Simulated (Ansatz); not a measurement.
`BCBF` + `[SiH3]N[SiH3]` → `BN([SiH3])[SiH3]` + `CBF` at 298.15 K and 1 bar (ligand exchange at a B–C bond).

Computed with Ansatz on PBE0-D4/def2-TZVP structures; ΔE is electronic, products minus reactants. CCSD(T)/CBS is the MP2 limit (def2-TZVPP, def2-QZVPP) plus CCSD(T) − MP2 in def2-TZVPP, frozen cores. This one scheme is used for every species. One conformer a species, not always the lowest.

```
           species  CCSD(T)/CBS energy (Eh)  H − E (kJ/mol)  S (J/(mol·K))
            `BCBF`               -190.47993           181.5          304.9
   `[SiH3]N[SiH3]`               -637.10515           192.6          335.6
`BN([SiH3])[SiH3]`               -662.52490           227.7          348.6
             `CBF`               -165.10297           148.1          274.8
```

H − E and S are ideal-gas, rigid-rotor, harmonic terms from PBE0-D4/def2-TZVP, for one conformer and one mirror image of each species. 1 Eh = 2625.50 kJ/mol, R = 8.31446 J/(mol·K).

**Question.** By hand: ΔE, ΔH, ΔS and ΔG.

**Answer.** ΔE = (-662.52490) + (-165.10297) − (-190.47993) − (-637.10515) = -0.04279 Eh = -112.3 kJ/mol. Δ(H − E) = 227.7 + 148.1 − 181.5 − 192.6 = 1.7, so ΔH = -110.6 kJ/mol. ΔS = 348.6 + 274.8 − 304.9 − 335.6 = -17.1 J/(mol·K). ΔG = -110.6 − 298.15 × (-17.1)/1000 = -105.5 kJ/mol.

**Question.** By hand: the equilibrium constant, and the temperature at which ΔG would vanish if ΔH and ΔS stayed fixed.

**Answer.** log₁₀ K = −ΔG/(RT ln 10) = 18.5. ΔG = 0 at ΔH/ΔS = 6468 K, far beyond where these terms or the molecules hold.

ΔH outweighs TΔS. A doubt of 5 kJ/mol in ΔE shifts log₁₀ K by 0.9 here. Other conformers and mirror images would add mixing entropy, several J/(mol·K) or more a flexible species. Modes under 60 cm⁻¹, often nearly free rotors, make the harmonic entropy too high. These are equilibria of isolated gas molecules and say nothing of rates. Largest T1 diagnostic: 0.013 (customary marks: 0.02 for closed shells, 0.045 for open ones).
